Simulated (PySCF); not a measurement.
Zn(OMe)(SeH), CH4OSeZn, SMILES C[O][Zn][SeH] (CAM-B3LYP/def2-SVP optimised geometry):

```
8

Zn    -0.716     0.762     0.000
O      1.047     0.762     0.000
C      1.942    -0.302     0.036
H      1.861    -0.974    -0.842
H      2.977     0.084     0.043
H      1.836    -0.937     0.939
Se    -2.977     0.974     0.000
H     -3.017     0.929    -1.470
```

Level of theory: CAM-B3LYP/def2-TZVP (PySCF).

Question: What are the frontier orbital energies and the dipole moment?

Answer: HOMO-2 -9.23 eV, HOMO-1 -8.97 eV, HOMO -8.42 eV, LUMO -0.19 eV, LUMO+1 0.44 eV; dipole moment 1.10 D.

On the same geometry PBE/def2-TZVP run with PySCF gives HOMO-2 -6.44 eV, HOMO-1 -6.02 eV, HOMO -6.00 eV, LUMO -1.89 eV, LUMO+1 -1.16 eV; dipole moment 0.98 D.

Meta-Löwdin charges at CAM-B3LYP/def2-TZVP: Zn1 1.19, O2 -0.87, C3 -0.09, H4 0.09, H5 0.10, H6 0.09, Se7 -0.58, H8 0.07.
